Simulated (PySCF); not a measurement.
All of these have the formula CH11PSi3. Computed with PySCF, TDDFT B3LYP/def2-SVPD, vertical, gas phase, core orbitals frozen in the response. Geometries: GFN2-xTB; one conformer of each isolated species. Triplets are in the Tamm–Dancoff approximation.

A. `[Si@H]([SiH2]C)(P)[SiH3]`
B. `[SiH3]C([SiH3])[SiH2]P`
C. `P([SiH2]C)([SiH3])[SiH3]`
D. `[SiH3]C[Si@@H]([SiH3])P`

Lowest singlet levels (six at most, fewer where fewer were computed) with oscillator strengths:

1. 5.53 eV (f 0.011); 5.68 eV (f 0.029); 5.77 eV (f 0.001); 6.07 eV (f 0.061); 6.14 eV (f 0.054); 6.37 eV (f 0.007); T1 5.20 eV
2. 5.80 eV (f 0.006); 5.97 eV (f 0.070); 6.37 eV (f 0.008); 6.53 eV (f 0.050); 6.72 eV (f 0.037); 6.87 eV (f 0.021); T1 5.37 eV
3. 5.30 eV (f 0.013); 5.67 eV (f 0.069); 6.03 eV (f 0.009); 6.11 eV (f 0.076); 6.34 eV (f 0.010); 6.46 eV (f 0.140); T1 4.91 eV
4. 6.16 eV (f 0.012); 6.28 eV (f 0.036); 6.58 eV (f 0.128); 6.77 eV (f 0.049); 6.86 eV (f 0.022); 7.13 eV (f 0.018); T1 5.55 eV

**Question.** Match each spectrum to its molecule.

**Answer.** 1 = C, 2 = D, 3 = A, 4 = B.
- A: S1 at 5.30 eV, HOMO→LUMO (98%); Löwdin shares by element: HOMO phosphorus 53%, silicon 26% or more, hydrogen 6% or more (atoms not listed hold the other 16%); LUMO silicon 62%, hydrogen 8% or more (atoms not listed hold the other 30%); HOMO -6.93 and LUMO -0.82 eV.
- B: S1 at 6.16 eV, HOMO→LUMO (76%), HOMO→LUMO+2 (17%); Löwdin shares by element: HOMO phosphorus 63%, silicon 15% or more, hydrogen 13% or more; LUMO silicon 41%, phosphorus 11% (atoms not listed hold the other 47%); HOMO -7.24 and LUMO -0.30 eV.
- C: S1 at 5.53 eV, HOMO→LUMO (91%); Löwdin shares by element: HOMO phosphorus 61%, silicon 27%; LUMO silicon 31% or more, phosphorus 14%, carbon 10% (atoms not listed hold the other 44%); HOMO -6.74 and LUMO -0.27 eV.
- D: S1 at 5.80 eV, HOMO→LUMO (88%); Löwdin shares by element: HOMO phosphorus 62%, silicon 12% or more, hydrogen 7% or more, carbon 6%; LUMO silicon 41% or more, phosphorus 11%, carbon 8% (atoms not listed hold the other 41%); HOMO -7.13 and LUMO -0.42 eV.
